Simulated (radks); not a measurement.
Values are calculated unless marked as measured or tabulated.
Question: Radial electron density D(r) = 4 pi r^2 rho(r) of an atom or ion with 64 electrons. Code: a radial shooting solver on a logarithmic mesh with Libxc functionals. Model: non-relativistic Kohn-Sham, TPSS, spin-polarised, spherical densities, point nucleus; meta-GGA in the generalised Kohn-Sham scheme.

```
   r/bohr * D(r) (the largest magnitude, 114, reaches the edge; | marks zero)
   0.0019 |  *
 0.002211 |    *
 0.002595 |     *
 0.003021 |       *
 0.003517 |         *
 0.004095 |           *
 0.004767 |              *
 0.005549 |                 *
  0.00646 |                     *
 0.007521 |                         *
 0.008755 |                             *
  0.01019 |                                 *
  0.01187 |                                    *
  0.01381 |                                      *
  0.01608 |                                       *
  0.01872 |                                       *
  0.02179 |                                      *
  0.02537 |                                     *
  0.02978 |                                    *
  0.03466 |                                    *
  0.04035 |                                       *
  0.04698 |                                            *
  0.05469 |                                                 *
  0.06367 |                                                     *
  0.07412 |                                                      *
  0.08629 |                                                   *
   0.1005 |                                              *
   0.1169 |                                           *
   0.1361 |                                           *
   0.1585 |                                              *
   0.1845 |                                                *
   0.2148 |                                              *
   0.2501 |                                     *
   0.2911 |                           *
   0.3416 |                     *
   0.3977 |                      *
    0.463 |                         *
    0.539 |                         *
   0.6275 |                     *
   0.7305 |               *
   0.8504 |          *
     0.99 |       *
    1.152 |     *
    1.342 |    *
    1.562 |   *
    1.818 |  *
    2.117 |*
    2.464 |*
    2.869 *
     3.34 *
    3.919 *
    4.563 *
    5.312 *
    6.184 *
    7.199 *
```

What is the nuclear charge?

Answer: Z = 66. The innermost maximum, from 1s, lies near 1/Z = 0.0152 bohr (found: 0.0170), and its height grows with Z. The density is that of the dysprosium ion Dy2+ in [Xe] 4f9.5 5d0.5; the configuration itself is not fixed sharply by these data, and Z only to a few units. D(r) has 4 maxima, at r = 0.0170, 0.0706, 0.186, 0.506 bohr, and minima at 0.0305, 0.126, 0.361 bohr, inside which lie 1.97, 11.42, 29.57 electrons.
